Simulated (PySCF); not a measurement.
H₂O₂S₂W, SMILES [O]=[W](=[O])([SH])[SH], multiplicity 1. Atoms are numbered in the order given.

```xyz
7

W      0.0000     0.0000     0.2374
O     -0.0277     1.4181     1.1968
O      0.0277    -1.4181     1.1968
S     -1.9669     0.0683    -1.0637
H     -1.9549    -1.2606    -1.3390
S      1.9669    -0.0683    -1.0637
H      1.9549     1.2606    -1.3390
```
Charge 0, spin multiplicity 1.

Geometry optimised at B3LYP-D3(BJ)/def2-SVP. The spin state was assumed, not searched. The structure was generated by enumeration; whether it is a known compound was not checked. The def2 effective core potentials stand for the cores of W; spin–orbit coupling is left out. The values are those of a single conformer.

All values below come from ωB97X/def2-TZVP run with PySCF.

Atomic charges (e):

| atom | Löwdin | Mulliken |
|---|---|---|
| W1 | 0.32 | 1.30 |
| O2 | -0.28 | -0.46 |
| O3 | -0.28 | -0.46 |
| S4 | 0.05 | -0.38 |
| H5 | 0.07 | 0.19 |
| S6 | 0.05 | -0.38 |
| H7 | 0.07 | 0.19 |
